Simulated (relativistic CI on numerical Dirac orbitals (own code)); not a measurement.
# Radial parameters of Ge XVII

Method of calculation: Dirac-Coulomb-Breit CI, separate exchange-only KLI orbitals for each configuration, model QED (radiative potential, 1s self-energy scaled to tabulated hydrogen-like ionisation energies), unscaled Slater integrals (own radial code, finite nucleus).

Slater integrals F^k, G^k are unscaled and averaged over j, outside the closed core [Ne]; ζ comes from projecting the Hamiltonian with its Breit term on Σ l·s of the shell.

- 3s2.3p4: F^2(3p,3p) = 186800, ζ(3p) = 33375 cm⁻¹; <r>(3p) = 0.5351, <r^2>(3p) = 0.3299 (bohr units).
- 3s.3p5: G^1(3s,3p) = 239990, ζ(3p) = 33341 cm⁻¹; <r>(3s) = 0.5428, <r^2>(3s) = 0.335, <r>(3p) = 0.5357, <r^2>(3p) = 0.3307 (bohr units).
- 3s2.3p3.3d: F^2(3p,3p) = 186520, ζ(3p) = 33325, F^2(3p,3d) = 186040, G^1(3p,3d) = 207720, G^3(3p,3d) = 136230, ζ(3d) = 3352.2 cm⁻¹; <r>(3p) = 0.5359, <r^2>(3p) = 0.3309, <r>(3d) = 0.4922, <r^2>(3d) = 0.2821 (bohr units).

Averages of the first 10 configurations, taken without configuration mixing, which lowers the lowest level and can move excited configurations by several eV; other configurations of the list can lie among them:

```json
{"Configuration": "3s2.3p4", "Parity": "even", "States": "15", "Average energy above the lowest level (eV)": "11.2"}
{"Configuration": "3s.3p5", "Parity": "odd", "States": "12", "Average energy above the lowest level (eV)": "73.3"}
{"Configuration": "3s2.3p3.3d", "Parity": "odd", "States": "200", "Average energy above the lowest level (eV)": "91.8"}
{"Configuration": "3p6", "Parity": "even", "States": "1", "Average energy above the lowest level (eV)": "143.5"}
{"Configuration": "3s.3p4.3d", "Parity": "even", "States": "300", "Average energy above the lowest level (eV)": "150.3"}
{"Configuration": "3p5.3d", "Parity": "odd", "States": "60", "Average energy above the lowest level (eV)": "216.9"}
{"Configuration": "3s.3p3.3d2", "Parity": "odd", "States": "1800", "Average energy above the lowest level (eV)": "230.1"}
{"Configuration": "3s2.3p3.4s", "Parity": "odd", "States": "40", "Average energy above the lowest level (eV)": "295.5"}
{"Configuration": "3s2.3p2.3d.4p", "Parity": "odd", "States": "900", "Average energy above the lowest level (eV)": "397.7"}
{"Configuration": "3p5.4s", "Parity": "odd", "States": "12", "Average energy above the lowest level (eV)": "422.4"}
```
